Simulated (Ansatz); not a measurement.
# A small benchmark: atomisation enthalpy at 298 K

10 molecules without hydrogen; the atomisation enthalpy at 298 K in kJ/mol, computed less measured. Shapes, held fixed at every level: PBE0-D4/def2-TZVP. Flexible molecules stand in one conformer, not always the lowest. Thermal terms are harmonic and unscaled (PBE0-D4/def2-TZVP); the spin-orbit lowering of the free atoms is taken from their spectra. Programs: Ansatz 0.2.0. Measured values: Active Thermochemical Tables, CRC Handbook of Chemistry and Physics, NIST-JANAF tables.

Levels: A = r2SCAN0-D4/def2-TZVPP; B = CCSD(T)/def2-SVP; C = CCSD(T)/def2-TZVPP.

```csv
molecule,from tabulated heats,A,B,C
ICl (iodine monochloride),211,-29,-80,-35
SF2 (sulfur difluoride),732,-65,-157,-57
B(BO)O (diboron dioxide),2095,-64,-69,-74
BBr2Cl (dibromo(chloro)borane),1187,+7,-65,-39
BBr2F (dibromofluoroborane),1388,-14,-75,-46
BCl3 (boron trichloride),1337,+7,-65,-47
BI3 (boron triiodide),819,+36,-40,+9
S2F2 (Difluorodisulfane),1049,-77,-266,-106
CClF3 (SMILES FC(F)(F)Cl),1787,-56,-109,-66
GeCl4 (germanium tetrachloride),1353,+11,-129,-24
```

Problem. Which level does best on this set, which worst, and which err to one side?

Solution. 
```csv
level,kind,mean error,mean absolute error,worst case
r2SCAN0-D4/def2-TZVPP,global hybrid,-24.4,36.6,S2F2
CCSD(T)/def2-SVP,coupled cluster or CI,-105.5,105.5,S2F2
CCSD(T)/def2-TZVPP,coupled cluster or CI,-48.5,50.3,S2F2
```

On this set r2SCAN0-D4/def2-TZVPP has the smallest mean absolute error and CCSD(T)/def2-SVP the largest. CCSD(T)/def2-SVP is too low in 10 of 10; CCSD(T)/def2-TZVPP is too low in 9 of 10. The heats of SF2, GeCl4 come from older tables and can be uncertain by 10 kJ/mol or more. The molecules' own spin-orbit binding is left out, so errors for heavy halides read too negative. The tabulated values of B(BO)O, BBr2Cl, BBr2F, BCl3, BI3, S2F2 are in doubt (older tables, estimates, or at odds with other calculations) and kept here. Over the 4 molecules whose values aren't doubted the mean absolute errors are A 40.2; B 118.8; C 45.5. Correlated wave functions converge slowly with the basis. T1 is large for B(BO)O (0.022), so single-reference values are less sure there. For atoms past krypton def2 sets carry core potentials with scalar relativity. Relativity is left out for Br, Ge. Outer-core shells of Br, Ge, I are correlated in most correlated rows, in sets that cover them unevenly. The set is small.
